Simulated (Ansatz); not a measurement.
`CN[SiH](C)O` → CH₃NH₂ + `C[Si]O` at 500 K and 1 bar (silylene formation by 1,1-elimination).

Computed with Ansatz on PBE0-D4/def2-TZVP structures; ΔE is electronic, products minus reactants. CBS: MP2 limit from def2 TZ/QZ plus the TZ coupled-cluster correction, frozen cores. This one scheme is used for every species. Each species was taken in one conformer, which may not be the lowest.

| species | CCSD(T)/CBS energy (Eh) | H − E (kJ/mol) | S (J/(mol·K)) |
| --- | --- | --- | --- |
| `CN[SiH](C)O` | -500.56717 | 356.1 | 448.6 |
| CH₃NH₂ | -95.75281 | 191.8 | 270.3 |
| `C[Si]O` | -404.71755 | 161.9 | 333.3 |

H − E and S are ideal-gas, rigid-rotor, harmonic terms from PBE0-D4/def2-TZVP, for one conformer and one mirror image of each species. 1 Eh = 2625.50 kJ/mol, R = 8.31446 J/(mol·K).

Q: By hand: ΔE, ΔH, ΔS and ΔG.

A: ΔE = (-95.75281) + (-404.71755) − (-500.56717) = 0.09681 Eh = 254.2 kJ/mol. Δ(H − E) = 191.8 + 161.9 − 356.1 = -2.4, so ΔH = 251.8 kJ/mol. ΔS = 270.3 + 333.3 − 448.6 = 155.0 J/(mol·K). ΔG = 251.8 − 500 × (155.0)/1000 = 174.3 kJ/mol.

Q: By hand: the equilibrium constant, and the temperature at which ΔG would vanish if ΔH and ΔS stayed fixed.

A: log₁₀ K = −ΔG/(RT ln 10) = -18.2. ΔG = 0 at ΔH/ΔS = 1625 K.

The number of gas molecules changes by +1, which sets the sign of ΔS. A doubt of 5 kJ/mol in ΔE shifts log₁₀ K by 0.5 here. Other conformers and mirror images would add mixing entropy, several J/(mol·K) or more a flexible species. Modes under 60 cm⁻¹, often nearly free rotors, make the harmonic entropy too high. These are equilibria of isolated gas molecules and say nothing of rates. Largest T1 diagnostic: 0.014 (customary marks: 0.02 for closed shells, 0.045 for open ones).
